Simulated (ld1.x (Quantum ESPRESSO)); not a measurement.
Logarithmic derivatives: ytterbium, ultrasoft

ytterbium (Yb), ultrasoft, made with ld1.x (Quantum ESPRESSO) 7.5 (PBE, scalar-relativistic). Core [Kr] 4d10, reference 4f13 5s2 5p6 5d1 6s2 6p0. Waves: 5s (bound): rcut 1.85, rcutus 2.40 bohr; 6s (bound): rcut 1.85, rcutus 2.40 bohr; 5p (bound): rcut 1.85, rcutus 2.25 bohr; 6p (bound, empty): rcut 1.85, rcutus 2.25 bohr; 5d (bound): rcut 1.95, rcutus 2.35 bohr; 5d channel at 0.3 Ry: rcut 1.95, rcutus 2.35 bohr; 4f (bound): rcut 1.05, rcutus 1.35 bohr; 4f channel at 1.5 Ry: rcut 1.05, rcutus 1.35 bohr. Local part: all-electron potential smoothed inside 2.35 bohr (lloc = -1). Core correction: Bessel-smoothed model core, default radius (core density twice the valence density). Augmentation charge: built from norm-conserving waves at rcut, not smoothed further.

The phase is arctan(r·u′/u) with u = r·R(r), unwrapped; energies in Ry, scanned from -6 to 5 Ry. A pole is an energy at which the radial function vanishes at the test radius. The pseudo phase is shifted by a multiple of π to meet the all-electron one at the reference energy, and phase errors are pseudo minus all-electron; the curves can meet again beyond the range given. Levels narrower than the energy grid can be missing from the lists of poles.

Problem. For each channel, where are the poles, and over which energies does the pseudopotential scatter like the atom?

Solution.

```csv
channel,radius (bohr),reference energy (Ry),"poles, all-electron","poles, pseudo",unbroken range about the reference energy with phases within 0.05 rad,phase error 1 Ry above the reference energy (rad)
s,2.61,-0.34,"-4.30, 3.24","-4.43, 4.47",not even at the reference energy,+1.348
p,2.61,-0.10,"-2.07, 4.96","-2.18, -0.70",not even at the reference energy,+0.515
d,2.61,-0.14,0.90,0.78,not even at the reference energy,-0.029
f,2.61,-0.71,"-0.68, 4.34","-0.84, 2.14",not even at the reference energy,+0.004
```

A Bessel basis up to 400 Ry misses an occupied level by 0.22 Ry, so cutoffs and ghosts were not judged. Its overlap operator is not positive definite in a basis up to 400 Ry (lowest eigenvalue s -0.11), so the file is unfit for use: the generalised eigenproblem breaks down once the basis is large enough, and its test numbers describe a broken file. The potential misses its own reference levels by up to 2.2 eV, so it is not fit for use.

Phases in the f channel:

| E (Ry) | all-electron | pseudo |
| --- | --- | --- |
| -6.00 | 1.424 | 1.424 |
| -5.74 | 1.421 | 1.421 |
| -5.48 | 1.419 | 1.418 |
| -5.22 | 1.415 | 1.415 |
| -4.96 | 1.412 | 1.411 |
| -4.70 | 1.408 | 1.407 |
| -4.44 | 1.404 | 1.403 |
| -4.18 | 1.400 | 1.399 |
| -3.92 | 1.395 | 1.395 |
| -3.66 | 1.391 | 1.390 |
| -3.40 | 1.385 | 1.384 |
| -3.14 | 1.379 | 1.378 |
| -2.88 | 1.373 | 1.372 |
| -2.62 | 1.365 | 1.364 |
| -2.36 | 1.357 | 1.356 |
| -2.10 | 1.348 | 1.346 |
| -1.84 | 1.337 | 1.335 |
| -1.58 | 1.323 | 1.321 |
| -1.32 | 1.306 | 1.300 |
| -1.06 | 1.277 | 1.248 |
| -0.80 | 1.139 | -1.712 |
| -0.54 | -1.796 | -1.829 |
| -0.28 | -1.858 | -1.865 |
| -0.02 | -1.895 | -1.896 |
| 0.24 | -1.935 | -1.932 |
| 0.50 | -1.984 | -1.975 |
| 0.76 | -2.049 | -2.033 |
| 1.02 | -2.143 | -2.114 |
| 1.28 | -2.289 | -2.241 |
| 1.54 | -2.537 | -2.472 |
| 1.80 | -2.964 | -3.031 |
| 2.06 | -3.530 | -4.344 |
| 2.32 | -3.977 | -5.374 |
| 2.58 | -4.240 | -6.266 |
| 2.84 | -4.395 | -6.912 |
| 3.10 | -4.494 | -7.244 |
| 3.36 | -4.563 | -7.424 |
| 3.62 | -4.614 | -7.535 |
| 3.88 | -4.655 | -7.610 |
| 4.14 | -4.689 | -7.664 |
| 4.40 | -4.719 | -7.705 |
| 4.66 | -4.746 | -7.738 |
| 4.92 | -4.772 | -7.765 |
